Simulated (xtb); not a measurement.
xtb input (GFN1-xTB):

```bash
xtb mol.xyz --gfn 1 --sp --chrg 0 --uhf 0
```
mol.xyz:
```
13

Si    -0.71307527    -0.80913420    -0.80116529
N      0.06268171     0.28827822     0.27447328
C      0.69077450     1.50019282    -0.21751711
H      0.21629907     1.82615025    -1.14399993
H      0.58480838     2.30835431     0.51483902
H      1.76489855     1.37003377    -0.41386354
C      0.58950760    -0.16044793     1.54977381
H      0.48226780     0.62682696     2.30435792
H      0.04178494    -1.03564639     1.90158786
H      1.65539365    -0.42569923     1.49719555
H      0.20512855    -1.69242043    -1.57853446
H     -1.49297882    -0.01645721    -1.78040128
H     -1.59501299    -1.68968009     0.00027982
```

End of the output:

```
         :::::::::::::::::::::::::::::::::::::::::::::::::::::
         ::                     SUMMARY                     ::
         :::::::::::::::::::::::::::::::::::::::::::::::::::::
         :: total energy             -14.152863478894 Eh    ::
         :: gradient norm              0.042847755400 Eh/a0 ::
         :: HOMO-LUMO gap              5.582209000824 eV    ::
         ::.................................................::
         :: SCC energy               -14.302767070644 Eh    ::
         :: -> electrostatic           0.016524669905 Eh    ::
         :: repulsion energy           0.154087439014 Eh    ::
         :: dispersion energy         -0.004183847265 Eh    ::
         :: halogen bond corr.         0.000000000000 Eh    ::
         :: add. restraining           0.000000000000 Eh    ::
         :: total charge               0.000000000000 e     ::
         :::::::::::::::::::::::::::::::::::::::::::::::::::::

           -------------------------------------------------
          |                Property Printout                |
           -------------------------------------------------

    * Orbital Energies and Occupations

         #    Occupation            Energy/Eh            Energy/eV
      -------------------------------------------------------------
         1        2.0000           -0.7481689             -20.3587
         2        2.0000           -0.6378529             -17.3569
         3        2.0000           -0.6265289             -17.0487
         4        2.0000           -0.5954512             -16.2031
         5        2.0000           -0.5488199             -14.9341
         6        2.0000           -0.5389201             -14.6648
         7        2.0000           -0.5388783             -14.6636
         8        2.0000           -0.5126038             -13.9487
         9        2.0000           -0.4922319             -13.3943
        10        2.0000           -0.4655582             -12.6685
        11        2.0000           -0.4556928             -12.4000
        12        2.0000           -0.4553471             -12.3906
        13        2.0000           -0.3914322             -10.6514 (HOMO)
        14                         -0.1862898              -5.0692 (LUMO)
        15                         -0.1626969              -4.4272
        16                         -0.1449958              -3.9455
Note: The following floating-point exceptions are signalling: IEEE_DENORMAL
normal termination of xtb
        17                         -0.1259265              -3.4266
        18                         -0.1249695              -3.4006
        19                         -0.0847832              -2.3071
        20                         -0.0643825              -1.7519
        21                         -0.0600748              -1.6347
        22                         -0.0521435              -1.4189
        23                         -0.0463609              -1.2615
        24                         -0.0454756              -1.2375
       ...                                ...                  ...
        39                          1.3302359              36.1976
      -------------------------------------------------------------
                  HL-Gap            0.2051424 Eh            5.5822 eV
             Fermi-level           -0.2888610 Eh           -7.8603 eV

  Mulliken/CM5 charges         n(s)   n(p)   n(d)
     1Si    0.28919  0.07324   1.226  1.835  0.650
     2N    -0.33406 -0.56906   1.450  3.884  0.000
     3C     0.06833 -0.01470   0.978  2.953  0.000
     4H     0.03267  0.09593   0.967  0.000  0.000
     5H     0.01935  0.08016   0.981  0.000  0.000
     6H     0.01826  0.07800   0.982  0.000  0.000
     7C     0.06833 -0.01470   0.978  2.953  0.000
     8H     0.01935  0.08016   0.981  0.000  0.000
     9H     0.03267  0.09593   0.967  0.000  0.000
    10H     0.01826  0.07800   0.982  0.000  0.000
    11H    -0.08212 -0.00112   1.082  0.000  0.000
    12H    -0.07511  0.00908   1.075  0.000  0.000
    13H    -0.07511  0.00908   1.075  0.000  0.000

Wiberg/Mayer (AO) data.
largest (>0.10) Wiberg bond orders for each atom

 ---------------------------------------------------------------------------
     #   Z sym  total        # sym  WBO       # sym  WBO       # sym  WBO
 ---------------------------------------------------------------------------
     1  14 Si   4.264 --     2 N    1.308    13 H    0.938    12 H    0.938
                            11 H    0.936
     2   7 N    3.287 --     1 Si   1.308     3 C    0.957     7 C    0.957
     3   6 C    3.976 --     6 H    0.985     5 H    0.985     4 H    0.976
                             2 N    0.957
     4   1 H    1.007 --     3 C    0.976
     5   1 H    1.009 --     3 C    0.985
     6   1 H    1.005 --     3 C    0.985
     7   6 C    3.976 --    10 H    0.985     8 H    0.985     9 H    0.976
                             2 N    0.957
     8   1 H    1.009 --     7 C    0.985
     9   1 H    1.007 --     7 C    0.976
    10   1 H    1.005 --     7 C    0.985
    11   1 H    0.989 --     1 Si   0.936
    12   1 H    0.989 --     1 Si   0.938
    13   1 H    0.989 --     1 Si   0.938
 ---------------------------------------------------------------------------

Topologies differ in total number of bonds
Writing topology from bond orders to xtbtopo.mol

 dipole moment from electron density (au)
     X       Y       Z
   0.5341   0.3445   0.3544  total (Debye):    1.850

           -------------------------------------------------
          | TOTAL ENERGY              -14.152863478894 Eh   |
          | GRADIENT NORM               0.042847755400 Eh/α |
          | HOMO-LUMO GAP               5.582209000824 eV   |
           -------------------------------------------------

------------------------------------------------------------------------
------------------------------------------------------------------------
 total:
 SCF:
```
